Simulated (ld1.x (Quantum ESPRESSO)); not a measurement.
## PBEsol TM semilocal dataset for Sc, scalar-relativistic all-electron reference.

ld1.x (Quantum ESPRESSO) 7.5 input, shortened:

```
&input
   title='Sc', zed=21., rel=1, dft='PBESOL', iswitch=3,
   config='[Ar] 3d1 4s1 4p0'
 /
 &inputp
   pseudotype=1, tm=.true., lloc=0,
   nlcc=.false.
 /
3
3P  2  1   6.00   0.00  1.80  1.80  0.0
3D  3  2   1.00   0.00  2.75  2.75  0.0
3S  1  0   2.00   0.00  1.40  1.40  0.0
 &test
   configts(1)='3s2 3p6 3d1 4s1 4p0'
 /
```

Occupied shells without a wave of their own: 4s. They enter only through the test configuration that unscreens the potential.

Problem. Does the generator finish with these settings?

Solution. Yes, a potential is produced.

Problem. Estimate the cutoffs (Ry, on a coarse ladder) from which the occupation-weighted sum of valence levels, in a spherical-Bessel basis at the reference potential, stays within 10 and 1 mRy of its value at 400 Ry.

Solution. 70 Ry and 90 Ry.

Problem. Which valence shell sets the plane-wave cutoff?

Solution. 3s: its level needs 90 Ry to come within 1 mRy, against 40 Ry for 4s.

Problem. Tests: 3s2 3p6 3d1 4s2 4p0; 3s2 3p6 3d1 4s0 4p0; 3s2 3p6 3d0 4s0 4p0; 3s2 3p6 3d2 4s0 4p0; 3s1 3p6 3d1 4s2 4p0; 3s2 3p6 3d1 4s0 4p2; 3s2 3p6 3d1 4s1.5 4p0. Which has the largest error in its energy relative to the reference configuration, and how large is it?

Solution. 3s2 3p6 3d1 4s0 4p0, with -305 meV (all-electron minus pseudo) on +12.65 eV.
